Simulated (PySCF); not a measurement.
# Fractional electron number in Sb⁺ (antimony, charge +1)

The 5p alpha orbital of [Kr] 4d10 5s2 5p2 is emptied in steps (occupation f), with all orbitals relaxed, ending at [Kr] 4d10 5s2 5p1. Calculation: PySCF 2.14, in aug-cc-pVDZ-PP with ECP28MDF (5s4p3d, 32 functions); a scalar-relativistic core potential. The exact energy is a straight line in f; departures are measured from the line between the end points of the same method.

```tsv
f	UHF (eV)	LDA (eV)	PBE (eV)	PBE0 (eV)	r2SCAN (eV)	LC-wPBE (eV)	BHandHLYP (eV)	wB97X (eV)	r2SCAN0 (eV)	CAM-B3LYP (eV)
1	0.000	0.000	0.000	0.000	0.000	0.000	0.000	0.000	0.000	0.000
0.8	0.060	-0.647	-0.627	-0.455	-0.590	-0.043	-0.302	-0.094	-0.432	-0.269
0.6	0.089	-0.973	-0.940	-0.681	-0.877	-0.062	-0.453	-0.144	-0.641	-0.404
0.4	0.088	-0.974	-0.939	-0.678	-0.866	-0.058	-0.453	-0.147	-0.631	-0.404
0.2	0.058	-0.650	-0.625	-0.450	-0.568	-0.035	-0.302	-0.101	-0.413	-0.269
0	0.000	0.000	0.000	0.000	0.000	0.000	0.000	0.000	0.000	0.000
```

| method | E(f=0) − E(f=1) (eV) | −ε at f=1 (eV) | −ε at f=0.4 (eV) |
| --- | --- | --- | --- |
| UHF | 15.996 | 16.377 | 15.917 |
| LDA | 16.647 | 12.619 | 17.454 |
| PBE | 16.471 | 12.557 | 17.261 |
| PBE0 | 16.530 | 13.681 | 17.110 |
| r2SCAN | 16.650 | 12.940 | 17.436 |
| LC-wPBE | 16.625 | 16.343 | 16.696 |
| BHandHLYP | 16.413 | 14.530 | 16.790 |
| wB97X | 16.306 | 15.729 | 16.408 |
| r2SCAN0 | 16.673 | 13.950 | 17.255 |
| CAM-B3LYP | 16.543 | 14.861 | 16.880 |

Orbital energy along the path (eV):

```
  f      UHF      LDA      PBE     PBE0   r2SCAN  LC-wPBE  BHandHLYP    wB97X  r2SCAN0  CAM-B3LYP
  1  -16.377  -12.619  -12.557  -13.681  -12.940  -16.343    -14.530  -15.729  -13.950    -14.861
0.8  -16.217  -14.212  -14.118  -14.828  -14.459  -16.472    -15.281  -15.946  -15.074    -15.532
0.6  -16.064  -15.826  -15.689  -15.973  -15.967  -16.592    -16.035  -16.170  -16.182    -16.205
0.4  -15.917  -17.454  -17.261  -17.110  -17.436  -16.696    -16.790  -16.408  -17.255    -16.880
0.2  -15.776  -19.086  -18.823  -18.230  -18.826  -16.776    -17.545  -16.670  -18.261    -17.553
  0  -15.640  -20.703  -20.363  -19.324  -20.137  -16.817    -18.303  -16.956  -19.197    -18.227
```

Reference removal energy between the ground levels: 16.626 ± 0.025 eV (measured; NIST Atomic Spectra Database, ionization energies). The calculation has no spin-orbit coupling. UHF lacks correlation.
